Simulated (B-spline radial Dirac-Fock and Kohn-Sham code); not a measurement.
What relativity does to the binding energies of Pt³⁺

System: platinum as Pt³⁺, [Xe] 4f14 5d7.

Both columns are ΔSCF binding energies of the configuration average from a radial B-spline solver: non-relativistic Hartree-Fock with a point nucleus, and Dirac-Fock with a finite nucleus and the Coulomb interaction alone, averaged over the two j levels with weights 2j+1.

| shell | Hartree-Fock (eV) | Dirac-Fock (eV) | shift (eV) | shift (%) |
| --- | --- | --- | --- | --- |
| 1s | 71688.1 | 78853.8 | +7165.69 | +10.00 |
| 2s | 12068.7 | 13986.9 | +1918.24 | +15.89 |
| 2p | 11575.2 | 12219.6 | +644.41 | +5.57 |
| 3s | 2882.9 | 3361.7 | +478.81 | +16.61 |
| 3p | 2651.1 | 2832.0 | +180.91 | +6.82 |
| 4s | 660.2 | 780.4 | +120.19 | +18.21 |
| 4p | 559.8 | 602.7 | +42.90 | +7.66 |
| 4f | 130.4 | 117.0 | -13.35 | -10.24 |
| 5s | 130.7 | 152.5 | +21.80 | +16.68 |
| 5p | 96.89 | 102.9 | +6.04 | +6.23 |
| 5d | 45.46 | 44.07 | -1.39 | -3.06 |

Relativity binds 1s, 2s, 2p, 3s, 3p, 4s, 4p, 5s, 5p more strongly, among those listed most of all 4s in relative terms, and 4f, 5d more weakly, because the contracted s and p shells screen the nucleus better.

Values without a named source are computed, but for edge energies of neutral atoms, which are taken from tables.
